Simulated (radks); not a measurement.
Question: Coherent X-ray form factor from a spherical all-electron density. Calculated with a radial shooting solver on a logarithmic mesh with Libxc functionals: Dirac Kohn-Sham, PBE, spin-unpolarised, spherical densities, point nucleus.

sin(theta)/lambda (1/angstrom),f0 (electrons)
0.05,28.678
0.1,27.777
0.15,26.455
0.2,24.885
0.25,23.207
0.3,21.512
0.4,18.266
0.5,15.392
0.6,12.995
0.8,9.630
1,7.727
1.25,6.444
1.5,5.625
2,4.254

The species is in the configuration that NIST lists as its ground one. Which atom or ion scatters so?

Answer: The gallium ion Ga2+, [Ar] 3d10 4s1. Extrapolating in s^2 from the first two rows gives f0(0) = 29.0, near the electron count 29; among species with that count, the fall with angle is slower the higher Z, and the table is that of Z = 31; from so few rows the species is fixed only to a neighbour or two.
